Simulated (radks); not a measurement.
The mean radii <r> (bohr) of the occupied orbitals of an atom or ion are listed with their occupations. Method: scalar-relativistic Kohn-Sham, PBEsol, spin-polarised, spherical densities, finite nucleus; Fermi nuclear charge, rms radius of each element as measured or else 0.836 A^(1/3) + 0.57 fm; computed with a radial shooting solver on a logarithmic mesh with Libxc functionals.

orbital  occ.      <r>
1s up       1  0.01867
1s down     1  0.01867
2s up       1  0.07898
2s down     1  0.07898
2p up       3  0.07058
2p down     3  0.07058
3s up       1   0.2049
3s down     1   0.2049
3p up       3   0.2049
3p down     3   0.2049
3d up       5   0.1857
3d down     5   0.1857
4s up       1   0.4589
4s down     1   0.4589
4p up       3   0.4879
4p down     3   0.4878
4d up       5   0.5233
4d down     5   0.5232
5s up       1    1.100
5s down     1    1.094
5p up       3    1.289
5p down     3    1.277
4f up       7   0.6403
4f down     7   0.6361
6s up       1    2.911
5d up       2    1.989
6p up       1    3.690

Name the element and its charge. Open shells, if any, are filled with parallel spins first.

Answer. Z = 73, tantalum, charge +1: Ta+ in [Xe] 4f14 5d2 6s1 6p1. The 1s radius gives Z: for a bare nucleus <r> = (2 gamma + 1)/(2Z) with gamma = sqrt(1 - (Z/c)^2), 0.01844 bohr for Z = 73, and screening makes it slightly larger (0.01867 here). The occupations add up to 72, and the charge is Z minus that.
